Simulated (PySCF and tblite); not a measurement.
Results of a calculation; reference values are marked as such.
2 diastereomers of C₇H₁₃ClO, numbered alike:

| isomer | SMILES | descriptors (one enantiomer) |
| --- | --- | --- |
| A | [CH3:1][C@H:2]1[CH2:3][CH2:4][O:5][CH2:6][CH2:7][C@@H:8]1[Cl:9] | 2S, 8S |
| B | [CH3:1][C@@H:2]1[CH2:3][CH2:4][O:5][CH2:6][CH2:7][C@@H:8]1[Cl:9] | 2R, 8S |

Protocol: conformer search, at most 5 conformers an isomer, GFN2-xTB geometries, energies PBE0/pcSseg-1 (D3(BJ) added where defined), weights at 298.15 K with GFN2-xTB thermal terms. Programs: PySCF with density fitting and tblite.

Task: Rank the isomers by free energy at 298.15 K.

Result: 
```
isomer  ΔG (kcal/mol)  ΔE, lowest conformer  conformers  largest weight %  rms dipole (D)
     B            0.0                   0.0           5                82            1.32
     A            1.1                   1.4           5                40            1.83
```

ΔG is for one enantiomer.

Task: If they could interconvert freely, what would the mixture hold (chiral isomers as racemates)?

Result: B 87 %, A 13 %. A racemate gains RT ln 2.

The conformer set may be incomplete (the search or the number kept was capped). The cap on conformers cut off some of the population, so the set may be incomplete.
